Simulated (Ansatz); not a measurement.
```yaml
atoms:
  - { symbol: C, position_ang: [0.0000, -0.0320, -0.7008] }
  - { symbol: O, position_ang: [0.0000, -0.0709, 0.8078] }
  - { symbol: H, position_ang: [0.0000, -1.1542, -1.0918] }
  - { symbol: H, position_ang: [-0.9665, 0.5030, -1.1611] }
  - { symbol: H, position_ang: [0.9665, 0.5030, -1.1611] }
  - { symbol: H, position_ang: [0.0000, 0.9072, 1.1569] }
```

Basis set: cc-pVDZ (spherical functions). Left uncorrelated: 2 orbitals. Charge 0, multiplicity 1.

Computed with Ansatz (development build ahead of 0.2.0); each method stands on the lowest determinant of its kind that the runs found. Restricted open shells among the atoms or ions are ROHF, correlated in semicanonical orbitals with singles.

The atomization energy at this shape (free ground-state atoms in the same class of orbitals less the molecule, no zero-point energy) of singlet CH₄O:

```json
{"method": "RHF-MP2", "atomization energy": "20.02 eV"}
```

(1) What does RHF give?

Results:

(1) 14.93 eV. Caution: the shape is not the minimum.
